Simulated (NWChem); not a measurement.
Molecule: ZnSiH$_{3}$Br; SMILES [SiH3][Zn][Br]

```xyz
6

Zn    -0.0094    -0.4954    -0.0003
Br     0.0274     1.7604     0.0005
Si    -0.0481    -2.8543    -0.0006
H     -0.0672    -3.3889    -1.3985
H     -1.2623    -3.3691     0.7073
H      1.1587    -3.4092     0.6895
```
Atoms are numbered in this order, from 1.

Level: PBE0/def2-SVP (NWChem), optimised geometry, unscaled harmonic frequencies. This build's default masses of Se (78.918 u) and Br (79.917 u) are each other's, which moves their modes by up to 0.6 %.

```csv
frequency (cm⁻¹),IR intensity (km/mol)
77,5.6
77,5.6
243,11.7
384,33.4
457,3.2
458,3.2
855,270.7
931,34.7
931,34.7
2214,62.4
2225,83.0
2225,83.0
```

```yaml
zero_point_energy: 15.8 kcal/mol
thermal correction to the enthalpy at 298.15 K (with zero-point energy): 20.1 kcal/mol
heat capacity Cv: 17.3 cal/(mol K)
entropy at 298.15 K and 1 atm (symmetry number 3): 77.7 cal/(mol K)
dipole_moment: 1.92 D
```

Rigid rotor and harmonic oscillator; modes under 100 cm⁻¹ make the entropy uncertain.
